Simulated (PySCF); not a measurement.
InCl3, SMILES [Cl][In]([Cl])[Cl].

Geometry: PBE0-D3(BJ)/def2-SVP. The isomer is the one that the SMILES or the coordinates give; other isomers of the formula were not compared. The def2 effective core potentials stand for the cores of In; spin–orbit coupling is left out.

Calculation: PySCF with CAM-B3LYP/def2-TZVPD.

Estimate the frontier levels, gap, dipole moment and polarisability. (Estimate from the structure and the level; the computed values follow.)


highest occupied level: -10.87 eV
lowest empty level: -2.26 eV
orbital gap: 8.61 eV
dipole moment: 0.00 D
quadrupole, principal values (traceless, Buckingham form, about the centre of nuclear charge): -4.64, -4.64, 9.27 D·Å
mean static polarisability: 78.5 bohr³ (11.63 Å³)
polarisability, principal values: 56.1, 89.7, 89.7 bohr³
